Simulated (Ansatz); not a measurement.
`[F][Ge]([SH])([Cl])[Cl]` + CH₄ → `[CH3][Ge]([SH])([Cl])[Cl]` + H–F at 400 K and 1 bar (formal exchange of groups at a Ge–F bond).

Isolated molecules relaxed with PBE0-D4/def2-TZVP in Ansatz; ΔE leaves out vibrations. CBS: MP2 limit from def2 TZ/QZ plus the TZ coupled-cluster correction, frozen cores. This one scheme is used for every species. For Ge outer-core shells are correlated without core-valence functions, which leaves a few kJ/mol of doubt a bond. Scalar relativity is left out up to krypton. Each species was taken in one conformer, which may not be the lowest.

```json
{"species": "`[F][Ge]([SH])([Cl])[Cl]`", "CCSD(T)/CBS energy (Eh)": "-3493.98744", "H − E (kJ/mol)": "72.3", "S (J/(mol·K))": "405.6"}
{"species": "CH₄", "CCSD(T)/CBS energy (Eh)": "-40.46206", "H − E (kJ/mol)": "131.3", "S (J/(mol·K))": "197.2"}
{"species": "`[CH3][Ge]([SH])([Cl])[Cl]`", "CCSD(T)/CBS energy (Eh)": "-3434.03428", "H − E (kJ/mol)": "167.2", "S (J/(mol·K))": "430.3"}
{"species": "H–F", "CCSD(T)/CBS energy (Eh)": "-100.39570", "H − E (kJ/mol)": "36.5", "S (J/(mol·K))": "182.2"}
```

H − E and S are ideal-gas, rigid-rotor, harmonic terms from PBE0-D4/def2-TZVP, for one conformer and one mirror image of each species. 1 Eh = 2625.50 kJ/mol, R = 8.31446 J/(mol·K).

**Question.** By hand: ΔE, ΔH, ΔS and ΔG.

**Answer.** ΔE = (-3434.03428) + (-100.39570) − (-3493.98744) − (-40.46206) = 0.01952 Eh = 51.2 kJ/mol. Δ(H − E) = 167.2 + 36.5 − 72.3 − 131.3 = 0.1, so ΔH = 51.3 kJ/mol. ΔS = 430.3 + 182.2 − 405.6 − 197.2 = 9.7 J/(mol·K). ΔG = 51.3 − 400 × (9.7)/1000 = 47.4 kJ/mol.

**Question.** By hand: the equilibrium constant, and the temperature at which ΔG would vanish if ΔH and ΔS stayed fixed.

**Answer.** log₁₀ K = −ΔG/(RT ln 10) = -6.2. ΔG = 0 at ΔH/ΔS = 5289 K, far beyond where these terms or the molecules hold.

The number of gas molecules stays the same, so ΔS is small and ΔH decides. A doubt of 5 kJ/mol in ΔE shifts log₁₀ K by 0.7 here. Other conformers and mirror images would add mixing entropy, several J/(mol·K) or more a flexible species. These are equilibria of isolated gas molecules and say nothing of rates. Largest T1 diagnostic: 0.011 (customary marks: 0.02 for closed shells, 0.045 for open ones).
